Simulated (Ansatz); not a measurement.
Ag₃Cl₄⁻. Total charge -1; singlet. Geometry PBE-D4/def2-SVPD; atoms count from 1.

```xyz
7

Ag    0.669   -0.334   -1.454
Ag   -1.219    1.070    0.206
Ag    0.651   -0.827    1.439
Cl    2.196   -1.910   -0.072
Cl    0.605    2.260   -1.211
Cl   -0.991    0.415    2.706
Cl   -1.912   -0.675   -1.614
```

In the def2 sets Ag takes a core potential; there is no spin–orbit coupling. No other spin state of charge -1 was run. Another isomer (singlet) lies 0.15 eV lower at PBE0-D4/def2-TZVPD; other spin states weren't run for this one.

Question: Estimate the Mulliken populations from the PBE0/def2-TZVPD orbitals of Ansatz.

Answer: 
| atom | charge (e) | d electrons |
| --- | --- | --- |
| Ag1 | 0.53 | 9.93 |
| Ag2 | 0.53 | 9.93 |
| Ag3 | 0.18 | 9.88 |
| Cl4 | -0.51 | – |
| Cl5 | -0.61 | – |
| Cl6 | -0.51 | – |
| Cl7 | -0.61 | – |
Mulliken values and Mayer orders depend strongly on the basis. With diffuse functions, as here, like atoms can get unlike values, and bond orders can come out too low or too high.

Question: And the Mayer bond orders between bonded heavy atoms (over 0.3)?

Answer: Ag1–Cl5 0.32 (2.61 Å); Ag1–Cl7 0.33 (2.61 Å); Ag2–Cl5 0.33 (2.60 Å); Ag2–Cl7 0.32 (2.61 Å); Ag3–Cl4 0.60 (2.42 Å); Ag3–Cl6 0.60 (2.42 Å).
